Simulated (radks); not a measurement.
Radial electron density D(r) = 4 pi r^2 rho(r) of an atom or ion with 50 electrons. Calculated with a radial shooting solver on a logarithmic mesh with Libxc functionals: scalar-relativistic Kohn-Sham, TASK exchange with Perdew-Wang LDA correlation, spin-unpolarised, spherical densities, finite nucleus; meta-GGA in the generalised Kohn-Sham scheme; Fermi nuclear charge, rms radius of each element as measured or else 0.836 A^(1/3) + 0.57 fm.

r (bohr),D(r) (e/bohr)
0.001624,11.99
0.001845,14.51
0.002114,17.68
0.002403,21.19
0.002753,25.53
0.003154,30.54
0.003585,35.88
0.004107,42.21
0.004668,48.72
0.005348,56.09
0.006127,63.71
0.006963,70.83
0.007978,77.98
0.009067,83.91
0.01039,88.89
0.0119,92.08
0.01353,93.20
0.0155,92.38
0.01761,90.05
0.02018,86.70
0.02312,83.68
0.02628,82.47
0.0301,84.23
0.03421,89.42
0.0392,98.37
0.04491,109.2
0.05104,118.5
0.05848,124.4
0.067,123.8
0.07614,117.4
0.08724,107.2
0.09915,98.80
0.1136,95.72
0.1301,99.98
0.1479,107.4
0.1695,111.9
0.1926,107.0
0.2207,91.09
0.2528,70.10
0.2873,54.32
0.3292,47.98
0.3741,50.81
0.4286,55.93
0.4911,55.53
0.5582,47.58
0.6395,33.93
0.7268,20.81
0.8327,10.24
0.954,4.096
1.084,1.424
1.242,0.3767
1.412,0.08786
1.617,0.01469
1.853,0.001842
2.106,0.0001912

What is the nuclear charge?

Answer. Z = 69. The innermost maximum, from 1s, lies near gamma/Z bohr with gamma = sqrt(1 - (Z/c)^2) = 0.864, here 0.0125 bohr (found: 0.0137), and its height grows with Z. The density is that of the thulium ion Tm19+ in [Kr] 4d10 4f4; the configuration itself is not fixed sharply by these data, and Z only to a few units. D(r) has 4 maxima, at r = 0.0137, 0.0618, 0.169, 0.457 bohr, and minima at 0.0263, 0.112, 0.332 bohr, inside which lie 1.92, 11.12, 29.40 electrons.
